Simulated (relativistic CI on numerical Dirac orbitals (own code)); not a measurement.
## Radial parameters of Tl46+

Calculated at this level of theory: Dirac-Coulomb-Breit CI, separate exchange-only KLI orbitals for each configuration, model QED (radiative potential, 1s self-energy scaled to tabulated hydrogen-like ionisation energies), unscaled Slater integrals (own radial code, finite nucleus).

Slater integrals F^k, G^k are unscaled and averaged over j, outside the closed core [Ar] 3d10; ζ comes from projecting the Hamiltonian with its Breit term on Σ l·s of the shell.

- 4s2 4p5: ζ(4p) = 817770 cm⁻¹; <r>(4p) = 0.3618, <r^2>(4p) = 0.1484 (bohr units).
- 4s2 4p4 4d: F^2(4p,4p) = 280270, ζ(4p) = 818680, F^2(4p,4d) = 276830, G^1(4p,4d) = 340600, G^3(4p,4d) = 219030, ζ(4d) = 102880 cm⁻¹; <r>(4p) = 0.3618, <r^2>(4p) = 0.1484, <r>(4d) = 0.3595, <r^2>(4d) = 0.1478 (bohr units).
- 4s 4p5 4d: G^1(4s,4p) = 366910, ζ(4p) = 818230, G^2(4s,4d) = 272410, F^2(4p,4d) = 276790, G^1(4p,4d) = 340560, G^3(4p,4d) = 219000, ζ(4d) = 103340 cm⁻¹; <r>(4s) = 0.3515, <r^2>(4s) = 0.1391, <r>(4p) = 0.3619, <r^2>(4p) = 0.1485, <r>(4d) = 0.3595, <r^2>(4d) = 0.1479 (bohr units).

Averages of the first 10 configurations, taken without configuration mixing, which lowers the lowest level and can move excited configurations by several eV; other configurations of the list can lie among them:

```json
{"Configuration": "4s2 4p5", "Parity": "odd", "States": "6", "Average energy above the lowest level (eV)": "52.3"}
{"Configuration": "4s 4p6", "Parity": "even", "States": "2", "Average energy above the lowest level (eV)": "288.1"}
{"Configuration": "4s2 4p4 4d", "Parity": "even", "States": "150", "Average energy above the lowest level (eV)": "306.6"}
{"Configuration": "4s 4p5 4d", "Parity": "odd", "States": "120", "Average energy above the lowest level (eV)": "536.9"}
{"Configuration": "4s2 4p4 4f", "Parity": "odd", "States": "210", "Average energy above the lowest level (eV)": "538.3"}
{"Configuration": "4s 4p5 4f", "Parity": "even", "States": "168", "Average energy above the lowest level (eV)": "768.9"}
{"Configuration": "4p6 4d", "Parity": "even", "States": "10", "Average energy above the lowest level (eV)": "779.7"}
{"Configuration": "4s 4p4 4d2", "Parity": "even", "States": "1350", "Average energy above the lowest level (eV)": "789.3"}
{"Configuration": "4s2 4p3 4d 4f", "Parity": "even", "States": "2800", "Average energy above the lowest level (eV)": "793.4"}
{"Configuration": "4p6 4f", "Parity": "odd", "States": "14", "Average energy above the lowest level (eV)": "1012.1"}
```
